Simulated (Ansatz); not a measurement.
# Relative energies of C2H8SeSi isomers

2 of its isomers, all singlets with charge 0: A = `C[SiH2][Se]C`; B = `CC[Se][SiH3]`.

Shapes, held fixed at every level: PBE0-D4/def2-TZVP. Flexible molecules stand in one conformer, not always the lowest. Programs: Ansatz 0.2.0.

Electronic energies in kJ/mol, without zero-point or thermal terms.

| level | kind | B − A |
| --- | --- | --- |
| HF/def2-TZVPP | Hartree–Fock | +39.5 |
| BHLYP-D4/def2-TZVPP | global hybrid | +43.8 |
| wB97X-V/def2-TZVPP | range-separated hybrid | +43.1 |
| B2PLYP/def2-TZVPP | double hybrid | +43.2 |
| MP2/def2-SVP | perturbation theory | +32.0 |
| CCSD/def2-SVP | coupled cluster or CI | +29.9 |
| CCSD/def2-TZVPP | coupled cluster or CI | +41.5 |
| CCSD(T)/def2-TZVPP | coupled cluster or CI | +41.7 |

The highest level, CCSD(T)/def2-TZVPP, puts A lowest of these. All levels agree on that. The B − A difference spans +29.9 to +43.8 kJ/mol over the levels. Relativity is left out for Se unless named. Correlated rows may include outer-core shells of Se, which these sets cover unevenly.
